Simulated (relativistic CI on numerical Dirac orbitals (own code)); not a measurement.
# Hyperfine structure of Sn²⁶⁺, mass number 115

Computed by Dirac-Coulomb-Breit CI, separate exchange-only KLI orbitals for each configuration, a model potential for QED, unscaled Slater integrals (own radial code, finite nucleus).

Configuration list (outside the closed core [Ne]): 3s²3p⁶3d⁶, 3s²3p⁵3d⁷, 3s²3p⁴3d⁸, 3s3p⁶3d⁷, 3p⁶3d⁸, 3s3p⁵3d⁸, 3s²3p⁶3d⁵4s, 3s²3p⁶3d⁵4p, 3s²3p⁶3d⁵4d, 3s²3p⁴3d⁷4s, 3s²3p⁶3d⁵4f, 3s²3p⁵3d⁶4s, 3s²3p⁶3d⁴4s², 3s3p⁶3d⁶4s, 3s²3p⁶3d⁵5s, 3s²3p⁶3d⁵5p. Levels of other configurations are missing.

Nuclear spin I = 1/2, μ = -0.9174 μN (tables of Stone and Pyykkö). The electronic factors are computed for point nuclear moments, without core polarisation or the Bohr-Weisskopf and QED corrections.

| Level | E (eV) | A (MHz) |
| --- | --- | --- |
| 3s²3p⁶3d⁶ ⁵D4 | 0.0000 | -15040 |
| 3s²3p⁶3d⁶ ⁵D3 | 6.1676 | -10470 |
| 3s²3p⁶3d⁶ ⁵D1 | 8.3623 | -12980 |
| 3s²3p⁶3d⁶ ³G5 | 15.0028 | -20750 |
| 3s²3p⁶3d⁶ ³H6 | 15.0316 | -22490 |
| 3s²3p⁶3d⁶ ⁵D2 | 16.4432 | -9121 |
| 3s²3p⁶3d⁶ ³F2 | 18.0016 | -27310 |
| 3s²3p⁶3d⁶ ³H4 | 21.8211 | -22520 |

Levels with J = 0, under 50 % of one LS term, or S terms without an open s electron are left out. Small factors come from cancelling terms and can be off by tens of per cent or more.

At this charge energies of transitions that change n are usually good to better than 1 %, and those within a shell (Δn = 0) to a few per cent. Terms inside the open d or f shell come out 10 to 20 % too wide with unscaled integrals.

Question: Give the hyperfine levels of 3s²3p⁶3d⁶ ⁵D4 relative to its centre of gravity.

Answer: With K = F(F + 1) − I(I + 1) − J(J + 1), E = AK/2: F = 7/2: 37610, F = 9/2: -30080 MHz.

LS names give the leading component of a level, which can be under half, so a name can repeat, a term be missing and a line seem to break the LS rules.
